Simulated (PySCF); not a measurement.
Molecule: 2-Methylpyridine, C$_{6}$H$_{7}$N.

Geometry:
| atom | x (Å) | y (Å) | z (Å) |
| --- | --- | --- | --- |
| C1 | 2.257 | -0.305 | 0.196 |
| C2 | 0.764 | -0.208 | 0.095 |
| C3 | 0.119 | 1.039 | 0.081 |
| C4 | -1.266 | 1.085 | -0.013 |
| C5 | -1.973 | -0.114 | -0.092 |
| C6 | -1.246 | -1.301 | -0.072 |
| N7 | 0.080 | -1.351 | 0.018 |
| H8 | 2.749 | 0.207 | -0.646 |
| H9 | 2.625 | 0.164 | 1.122 |
| H10 | 2.554 | -1.361 | 0.191 |
| H11 | 0.707 | 1.959 | 0.145 |
| H12 | -1.790 | 2.044 | -0.025 |
| H13 | -3.062 | -0.129 | -0.168 |
| H14 | -1.765 | -2.266 | -0.132 |

Geometry PBE0-D3(BJ)/def2-SVP throughout; GIAO in PySCF, gas phase, one conformer, non-relativistic; equivalent atoms averaged; functional PBE0.

**Question.** How do the shifts δ (against TMS, NH3 at the same level) depend on the basis set? (a selection of nuclei; ppm; last column core-seconds on shared hosts with different chips, so compare them loosely)

**Answer.** 
| basis set | functions | C2 | C6 | C4 | C3 | C5 | N7 | H14 | H11 | H8/H9/H10 | core-s |
| --- | --- | --- | --- | --- | --- | --- | --- | --- | --- | --- | --- |
| STO-3G | 42 | 125.9 | 120.7 | 112.9 | 108.4 | 106.1 | 272.1 | 8.68 | 7.01 | 2.50 | 3.3 |
| pcSseg-0 | 77 | 169.5 | 162.0 | 144.6 | 133.3 | 130.8 | 384.1 | 8.97 | 7.16 | 2.91 | 5.2 |
| 6-31G | 77 | 153.7 | 144.4 | 130.0 | 120.1 | 117.6 | 330.2 | 8.89 | 7.39 | 2.69 | 6.6 |
| 6-31G* | 112 | 151.6 | 142.9 | 128.9 | 117.8 | 115.0 | 313.0 | 8.56 | 7.07 | 2.48 | 10 |
| cc-pVDZ | 133 | 158.2 | 148.0 | 134.1 | 123.1 | 120.7 | 336.4 | 8.55 | 7.08 | 2.48 | 12 |
| def2-SVP | 133 | 156.9 | 146.9 | 132.8 | 121.4 | 118.6 | 337.5 | 8.35 | 7.03 | 2.46 | 11 |
| pcSseg-1 | 154 | 163.7 | 155.0 | 140.9 | 127.9 | 125.4 | 360.4 | 8.63 | 7.19 | 2.66 | 15 |
| aug-cc-pVDZ | 224 | 158.8 | 148.8 | 133.4 | 121.7 | 119.2 | 331.5 | 8.85 | 7.40 | 2.67 | 29 |
| 6-311+G(2d,p) | 231 | 163.3 | 153.4 | 138.9 | 126.1 | 123.2 | 347.0 | 8.76 | 7.36 | 2.60 | 28 |
| def2-TZVP | 259 | 165.2 | 154.8 | 140.5 | 127.5 | 124.6 | 355.0 | 8.75 | 7.34 | 2.61 | 35 |
| cc-pVTZ | 308 | 163.5 | 153.7 | 139.6 | 126.7 | 124.1 | 353.7 | 8.68 | 7.33 | 2.61 | 44 |
| IGLO-III | 315 | 168.9 | 158.5 | 143.7 | 130.7 | 127.8 | 357.7 | 8.76 | 7.35 | 2.64 | 48 |
| pcSseg-2 | 350 | 170.4 | 159.8 | 145.1 | 131.8 | 128.9 | 361.2 | 8.74 | 7.37 | 2.64 | 59 |

**Question.** Which nucleus among those listed moves most, in ppm?

**Answer.** N7 (pyridine-type ring nitrogen): from 272.1 ppm with STO-3G to 384.1 ppm with pcSseg-0. The smallest spread is 0.39 ppm, at H11. Proton shifts span only some 12 ppm, so a few tenths of a ppm matter as much there as several ppm in carbon.

**Question.** Taking the largest basis, pcSseg-2 (350 functions), as the yardstick, rank the others by their worst heavy-atom deviation.

**Answer.** IGLO-III 3.6 ppm (315 functions), def2-TZVP 6.3 ppm (259 functions), pcSseg-1 6.6 ppm (154 functions), cc-pVTZ 7.5 ppm (308 functions), 6-311+G(2d,p) 14.2 ppm (231 functions), pcSseg-0 22.9 ppm (77 functions), def2-SVP 23.7 ppm (133 functions), cc-pVDZ 24.8 ppm (133 functions), aug-cc-pVDZ 29.7 ppm (224 functions), 6-31G 31.0 ppm (77 functions), 6-31G* 48.2 ppm (112 functions), STO-3G 89.1 ppm (42 functions).

A small basis that lands close on one nucleus may do so by chance; judge by the trend and by all nuclei.
